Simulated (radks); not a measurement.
Values are calculated unless marked as measured or tabulated.
Er LXVI, configuration [He] 2s1 (the NIST ground configuration). Level of theory: non-relativistic Kohn-Sham, LB94 model potential, spin-polarised, spherical densities, point nucleus; open shells are filled with parallel spins first (spin-orbit coupling, left out, can overturn this in heavy ions); relativity is left out, which matters for an element this heavy (a radial shooting solver on a logarithmic mesh with Libxc functionals).

Unscreened Slater integrals over Kohn-Sham orbitals (hartree). They are taken over the spin-up orbitals.

\begin{tabular}{lr}
integral & value \\ \hline
F0(2s,2s) & 10.038 \\
F0(2s,1s) & 14.011 \\
G0(2s,1s) & 1.4440 \\
F0(1s,1s) & 42.265 \\
\end{tabular}
